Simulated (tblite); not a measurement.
Compound: CH9FGe2N2.
Atom-mapped SMILES: `[CH3:1][NH:2][GeH2:3][Ge@@H:4]([NH2:5])[F:6]` (hydrogens: H7, H8, H9 on C1; H10 on N2; H11, H12 on Ge3; H13 on Ge4; H14, H15 on N5)

Computed with GFN2-xTB (tblite), gas phase: L-BFGS steps from a force-field or distance-geometry start until the largest atomic force falls under 0.01 eV/Å.

The end geometry, which sets the zero of energy:
```
atom  x, y, z in Å
C1     -2.9252   -0.3879    0.1821
N2     -1.6117    0.2209    0.3235
Ge3    -0.0961   -0.6839   -0.1027
Ge4     1.7501    0.7861    0.3168
N5      3.3033    0.0886   -0.3016
F6      1.6471    2.2225   -0.7237
H7     -3.2736   -0.4312   -0.8549
H8     -3.6550    0.1696    0.7712
H9     -2.8722   -1.4065    0.5653
H10    -1.6306    1.1878    0.0232
H11    -0.0729   -1.2954   -1.5052
H12    -0.1204   -1.8860    0.8207
H13     1.8601    1.5425    1.6515
H14     3.5866   -0.8200    0.0313
H15     4.1061    0.7010   -0.3279
```

Task: These geometries come from the run, each turned onto the end geometry. Order them by energy, lowest first.
A.
```
atom  x, y, z in Å
C1     -2.9163   -0.3588    0.2188
N2     -1.5838    0.2253    0.2655
Ge3    -0.1004   -0.7348   -0.1527
Ge4     1.7397    0.7371    0.3110
N5      3.3387    0.1293   -0.2889
F6      1.6046    2.1872   -0.7105
H7     -3.3134   -0.4616   -0.7972
H8     -3.5987    0.2526    0.8125
H9     -2.8611   -1.3548    0.6582
H10    -1.5860    1.1719   -0.0953
H11    -0.0999   -1.3289   -1.5634
H12    -0.1818   -1.9379    0.7628
H13     1.7891    1.4707    1.6676
H14     3.6542   -0.7693    0.0406
H15     4.1105    0.7803   -0.2595
```
B.
```
atom  x, y, z in Å
C1     -2.9152   -0.3095    0.2751
N2     -1.5678    0.1909    0.0756
Ge3    -0.0906   -0.7975   -0.2414
Ge4     1.7073    0.7002    0.2989
N5      3.3510    0.1722   -0.2512
F6      1.5969    2.1957   -0.6547
H7     -3.5049   -0.3435   -0.6464
H8     -3.4411    0.3157    1.0018
H9     -2.8528   -1.3169    0.6839
H10    -1.5736    1.1110   -0.3445
H11     0.0334   -1.4676   -1.6160
H12    -0.2173   -1.9514    0.7337
H13     1.6735    1.3619    1.6889
H14     3.7098   -0.7160    0.0610
H15     4.0868    0.8628   -0.1955
```
C.
```
atom  x, y, z in Å
C1     -2.8716   -0.3153    0.2475
N2     -1.5932    0.2118   -0.2402
Ge3    -0.0874   -0.7891   -0.2979
Ge4     1.6920    0.6849    0.2822
N5      3.3427    0.1757   -0.2595
F6      1.4656    2.1673   -0.6132
H7     -3.5733   -0.4333   -0.5818
H8     -3.3096    0.3499    0.9879
H9     -2.7046   -1.3003    0.6953
H10    -1.4609    1.2038   -0.0922
H11     0.0211   -1.5434   -1.6251
H12    -0.2983   -1.8711    0.7488
H13     1.6487    1.3111    1.6788
H14     3.6464   -0.7043    0.1263
H15     4.0781    0.8604   -0.1873
```
D.
```
atom  x, y, z in Å
C1     -2.9044   -0.3119    0.2513
N2     -1.5746    0.1625   -0.0862
Ge3    -0.0864   -0.8286   -0.2610
Ge4     1.7061    0.7111    0.3080
N5      3.3634    0.1715   -0.2392
F6      1.5744    2.2308   -0.6017
H7     -3.5784   -0.3830   -0.6103
H8     -3.3543    0.3469    0.9925
H9     -2.8041   -1.2994    0.6962
H10    -1.5491    1.1586   -0.2350
H11    -0.0166   -1.5364   -1.6178
H12    -0.2672   -1.9573    0.7238
H13     1.6444    1.4094    1.6913
H14     3.7327   -0.7169    0.0651
H15     4.1096    0.8508   -0.2074
```
E.
```
atom  x, y, z in Å
C1     -2.9185   -0.3744    0.2020
N2     -1.5971    0.2221    0.3185
Ge3    -0.1028   -0.7087   -0.1290
Ge4     1.7470    0.7513    0.3081
N5      3.3301    0.1087   -0.2912
F6      1.6258    2.1945   -0.7226
H7     -3.2556   -0.4787   -0.8346
H8     -3.6466    0.2300    0.7454
H9     -2.8829   -1.3670    0.6503
H10    -1.6108    1.1828   -0.0002
H11    -0.1057   -1.2936   -1.5438
H12    -0.1549   -1.9199    0.7781
H13     1.8165    1.5026    1.6492
H14     3.6436   -0.7950    0.0261
H15     4.1075    0.7535   -0.2869
```

Result: E (0.003 eV), A (0.006 eV), B (0.031 eV), D (0.089 eV), C (0.153 eV).

In the order of the answer:

| step | E above end (eV) | largest force (eV/Å) | rms force component (eV/Å) | rms distance from end (Å) | rms bond change (Å) | bond most changed (Å) |
| --- | --- | --- | --- | --- | --- | --- |
| 63 | 0.003 | 0.04 | 0.012 | 0.053 | 0.001 | Ge3–H12 -0.002 |
| 54 | 0.006 | 0.07 | 0.028 | 0.085 | 0.002 | Ge4–H13 +0.005 |
| 30 | 0.031 | 0.07 | 0.025 | 0.223 | 0.004 | N2–Ge3 -0.011 |
| 17 | 0.089 | 0.31 | 0.088 | 0.252 | 0.012 | Ge3–Ge4 +0.034 |
| 10 | 0.153 | 0.39 | 0.119 | 0.284 | 0.010 | Ge4–F6 -0.030 |

The cost below is that of the whole relaxation. The run took 0.49 s wall on one thread of an Arm Neoverse V2, no GPU, shared host.
